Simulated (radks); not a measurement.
Values are calculated unless marked as measured or tabulated.
Correlation energies from several functionals, in hartree. Species: Ca [Ar] 4s2; Au+ [Xe] 4f14 5d10; K [Ar] 4s1; Mg+ [Ne] 3s1. Code: a radial shooting solver on a logarithmic mesh with Libxc functionals. Model: non-relativistic Kohn-Sham, PBE, spin-polarised, spherical densities, point nucleus. Every spin shell is full or empty, so the densities are truly spherical. Functionals are evaluated on that one density, not self-consistently.

| functional | Ca | Au+ | K | Mg+ |
|---|---|---|---|---|
| PW92 | -1.5764 | -8.1735 | -1.4889 | -0.84178 |
| VWN5 | -1.5834 | -8.2070 | -1.4958 | -0.84608 |
| PZ | -1.5739 | -8.1797 | -1.4864 | -0.83863 |
| Wigner | -1.0191 | -4.2345 | -0.94762 | -0.53701 |
| PBE | -0.77391 | -4.8160 | -0.73101 | -0.38204 |
| PBEsol | -0.90015 | -5.3874 | -0.84921 | -0.45152 |
| P86 | -0.88923 | -5.4045 | -0.83390 | -0.42778 |
| PW91 | -0.84681 | -5.1648 | -0.79943 | -0.42079 |
| AM05 | -1.4325 | -7.7022 | -1.3537 | -0.75841 |
| OP (B88) | -0.79641 | -4.1844 | -0.75287 | -0.41776 |
| TPSS | -0.77939 | -4.8136 | -0.73380 | -0.38350 |
| revTPSS | -0.79925 | -4.8533 | -0.75114 | -0.39389 |
